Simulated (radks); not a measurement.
The nuclear charge of the phosphorus ion P2+ is varied continuously with 13 electrons held in [Ne] 3s2 3p1. Method: scalar-relativistic Kohn-Sham, BLYP, spin-polarised, spherical densities, finite nucleus; open shells are filled with parallel spins first; Fermi nuclear charge, rms radius 3.1889 fm; computed with a radial shooting solver on a logarithmic mesh with Libxc functionals. By the Hellmann-Feynman theorem dE/dZ = E(electron-nucleus)/Z, the electronic potential at the nucleus (averaged over a nucleus of fixed radius). The scalar-relativistic energy here is not variational (the density holds large components alone), so the two differ by a part that grows with Z.

\begin{tabular}{lrrrrr}
Z & E (hartree) & E(electron-nucleus)/Z (hartree) & HOMO & e(HOMO) (eV) & <r> HOMO (bohr) \\ \hline
14.5 & -314.83101 & -51.2969 & 3p & -17.855 & 2.172 \\
15 & -341.03675 & -53.5018 & 3p & -24.684 & 1.963 \\
15.5 & -368.34563 & -55.7062 & 3p & -32.355 & 1.796 \\
16 & -396.75763 & -57.9108 & 3p & -40.848 & 1.658 \\
\end{tabular}

The central difference of E at Z = 15 is -53.515 hartree, to compare with the third column; the second derivative is -4.41 hartree.
